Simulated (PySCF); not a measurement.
Si2PH6NO4

Si2PH6NO4 is a silylene (divalent Si1, bonded to 1 N + 1 O), neutral, singlet. The structure, one conformer, was relaxed in the gas phase by PBE0-D3(BJ)/def2-SVP. No frequency run checks that it is a minimum.

SMILES: O=P(O)(O)O[Si]N[SiH3]

```xyz
14

Si    0.646   -1.678    1.107
N    -1.074   -1.608    1.239
Si   -2.138   -0.402    0.508
O     0.711   -0.261    0.126
P     1.847    0.524   -0.680
O     3.209   -0.029   -0.693
O     1.701    1.987   -0.016
O     1.199    0.656   -2.142
H    -1.520   -2.334    1.794
H    -3.538   -0.820    0.817
H    -1.970   -0.352   -0.975
H    -1.904    0.962    1.063
H     2.558    2.431   -0.020
H     0.267    0.909   -2.115
```
(Å; atoms numbered from 1)

Shieldings: GIAO PBE0/pcSseg-1. Shifts are against computed references at the same level: H TMS (σ 31.27 ppm), Si TMS (σ 352.0 ppm). Core levels by delta-SCF with SCAN, pcX-2 on the ionised atom and pcseg-1 elsewhere, spin-free X2C (2p3/2 is the spin-free 2p value less a third of a first-order spin-orbit splitting); from the vacuum level, for chosen atoms.

Give the NMR and core-level values of the distinct atoms.


```json
{"atoms": "Si1", "bonded to": "1 N + 1 O", "σ (ppm)": "218.0", "δ (ppm)": "134.0", "core level (eV)": "2p3/2 107.90"}
{"atoms": "N2", "bonded to": "2 Si + 1 H", "σ (ppm)": "135.4", "δ (ppm)": "-", "core level (eV)": "1s 404.67"}
{"atoms": "Si3", "bonded to": "1 N + 3 H", "σ (ppm)": "416.1", "δ (ppm)": "-64.1", "core level (eV)": "2p3/2 107.39"}
{"atoms": "O4", "bonded to": "1 P + 1 Si", "σ (ppm)": "92.9", "δ (ppm)": "-", "core level (eV)": "1s 538.63"}
{"atoms": "P5", "bonded to": "4 O", "σ (ppm)": "324.4", "δ (ppm)": "-", "core level (eV)": "2p3/2 140.13"}
{"atoms": "O6", "bonded to": "1 P", "σ (ppm)": "183.4", "δ (ppm)": "-", "core level (eV)": "-"}
{"atoms": "O7", "bonded to": "1 P + 1 H", "σ (ppm)": "217.4", "δ (ppm)": "-", "core level (eV)": "-"}
{"atoms": "O8", "bonded to": "1 P + 1 H", "σ (ppm)": "220.5", "δ (ppm)": "-", "core level (eV)": "-"}
{"atoms": "H9", "bonded to": "1 N", "σ (ppm)": "27.25", "δ (ppm)": "4.02", "core level (eV)": "-"}
{"atoms": "H10 H11 H12", "bonded to": "1 Si", "σ (ppm)": "26.58", "δ (ppm)": "4.69", "core level (eV)": "-"}
{"atoms": "H13", "bonded to": "1 O", "σ (ppm)": "28.03", "δ (ppm)": "3.24", "core level (eV)": "-"}
{"atoms": "H14", "bonded to": "1 O", "σ (ppm)": "28.04", "δ (ppm)": "3.23", "core level (eV)": "-"}
```

Values are those of this one static structure, with the three H of a rotating XH3 group averaged; atoms that internal rotation interchanges would show their mean in an NMR spectrum.

Which of Si1, Si3 holds its core electrons tightest, and by how much against the loosest?

Si1 (bonded to 1 N + 1 O), by 0.51 eV over Si3 (bonded to 1 N + 3 H).

By CAM-B3LYP/def2-SVPD (TDDFT singlets, Tamm-Dancoff triplets, ionisation by delta-SCF), where does absorption start, and what does vertical ionisation take?

The lowest singlet lies at 4.92 eV (f 0.078), the strongest of the first 6 at 6.62 eV (f 0.249), the lowest triplet at 3.03 eV; vertical ionisation takes 9.63 eV.
